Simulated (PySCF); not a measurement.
# Electric field gradients and quadrupole coupling constants

C₂H₇BrSi.
Numbering: `[SiH3:1][CH2:2][CH2:3][Br:4]` (hydrogens: H5, H6, H7 on Si1; H8, H9 on C2; H10, H11 on C3)

Structure used (PBE0-D3(BJ)/def2-SVP), in Å, numbered top down from 1:
```
atom  x, y, z in Å
Si1   -1.9954   -0.0865    0.0763
C2    -0.1270    0.2263    0.0620
C3     0.6809   -1.0427    0.1862
Br4    2.6067   -0.7086    0.1699
H5    -2.3779   -0.9836   -1.0573
H6    -2.4003   -0.7438    1.3571
H7    -2.7224    1.2108   -0.0597
H8     0.1267    0.7532   -0.8726
H9     0.1135    0.9174    0.8867
H10    0.5008   -1.7364   -0.6458
H11    0.4875   -1.5717    1.1289
```

Field gradients from the PBE0/pcSseg-1 density (PySCF, non-relativistic), principal values in atomic units, ordered |Vxx| ≤ |Vyy| ≤ |Vzz|:

```csv
atom,Vxx,Vyy,Vzz
Br4,-3.7474,-3.8808,7.6281
```

Find the asymmetry η = (Vxx − Vyy)/Vzz and the couplings χ = eQV/h (234.96 MHz × Q in barn × V in au), with Q(79Br) = 0.313 b.

```json
{"atom": "Br4", "environment": "alkyl bromine", "nucleus": "79Br", "η": "0.02", "χzz (MHz)": "561.0", "χxx (MHz)": "-275.6", "χyy (MHz)": "-285.4"}
```

The gradient is axial or nearly so (η below 0.05) at Br4. The tensor is traceless: Vxx + Vyy + Vzz = 0.

What is Vzz at Br4 in SI units (1 au = 9.71736 × 10²¹ V/m²)?

7.6281 au = 74.125 × 10²¹ V/m².

Were the hydrogens deuterons (Q(2H) = 0.00286 b), χzz would run from 94 kHz (H5, H6 and H7) to 194 kHz (H9 and H8).

Geometry: PBE0-D3(BJ)/def2-SVP, one conformer, isolated molecule. The calculation is non-relativistic, for bromine too. These gradients aren't converged with respect to the basis.

These values come from a run that also computed NMR shieldings. The run took 10 s wall on an Arm Neoverse V2 with one thread, no GPU, shared host.
